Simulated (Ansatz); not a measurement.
Reaction R1 → P1 + P2, each structure at its B3LYP-D3(BJ)/def2-TZVP stationary point, reached from a drawn start (curvature not checked).
P1: CF3 (SMILES F[C](F)F), charge 0, multiplicity 2.
R1: CF4 (SMILES FC(F)(F)F), charge 0, multiplicity 1.
P2: F atom, charge 0, multiplicity 2.

P less R. No zero-point or thermal terms; singlets are restricted closed shells; open shells are unrestricted; no spin–orbit coupling.

Correlated levels freeze the cores.

Run with Ansatz (a program for electronic structure). No computed number here is a measurement.

PBE/def2-TZVPP gives 552.1 kJ/mol for the reaction energy.

### Question
How do the other levels lie against it? Give each less PBE: r2SCAN/def2-TZVPP, B3LYP/def2-TZVPP, wB97M-V/def2-TZVPP, B2PLYP/def2-TZVPP, MP2/cc-pVQZ, CCSD(T)/cc-pVQZ.

### Answer
r2SCAN/def2-TZVPP -15.9; B3LYP/def2-TZVPP -26.5; wB97M-V/def2-TZVPP 5.4; B2PLYP/def2-TZVPP -16.4; MP2/cc-pVQZ 28.4; CCSD(T)/cc-pVQZ -1.1 kJ/mol. 2 of 6 lie above PBE; the widest gap is to MP2/cc-pVQZ.
